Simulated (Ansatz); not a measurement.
The same molecule with X = O, S, Se. Ansatz, PBE0-D4/def2-TZVP geometries, multiplicity 1. Each molecule was computed in one conformer, which needn't be the lowest.

Scalar relativity is left out up to krypton.

| X | molecule | mean X–C bond length / Å | mean X–H bond length / Å | LUMO energy (ωB97M-V/def2-TZVPP) / eV | size of the dipole moment (ωB97M-V/def2-TZVPP) / D | HOMO–LUMO gap (ωB97M-V/def2-TZVPP) / eV |
| --- | --- | --- | --- | --- | --- | --- |
| O | `C/N=C/O` | 1.339 | 0.968 | 2.78 | 0.77 | 12.69 |
| Se | `C/N=C/[SeH]` | 1.901 | 1.468 | 1.84 | 2.20 | 10.74 |

Problem. Give the row for X = S, `C/N=C/S`. (Estimate.)

Solution. Computed: 
```csv
X,molecule,mean X–C bond length / Å,mean X–H bond length / Å,LUMO energy (ωB97M-V/def2-TZVPP) / eV,size of the dipole moment (ωB97M-V/def2-TZVPP) / D,HOMO–LUMO gap (ωB97M-V/def2-TZVPP) / eV
S,`C/N=C/S`,1.754,1.341,1.98,2.43,11.15
```

From O to Se the mean X–C bond length rises at each step, by 0.562 Å in all; the mean X–H bond length rises at each step, by 0.500 Å in all; the LUMO energy (ωB97M-V/def2-TZVPP) falls at each step, by 0.94 eV in all; the HOMO–LUMO gap (ωB97M-V/def2-TZVPP) falls at each step, by 1.95 eV in all. Bonds lengthen as the atom grows down the group. Dipoles are sizes alone, and their direction can turn along the series.

Spin–orbit coupling is left out; it splits and shifts lone-pair levels of the heavy atoms by tenths of an eV.
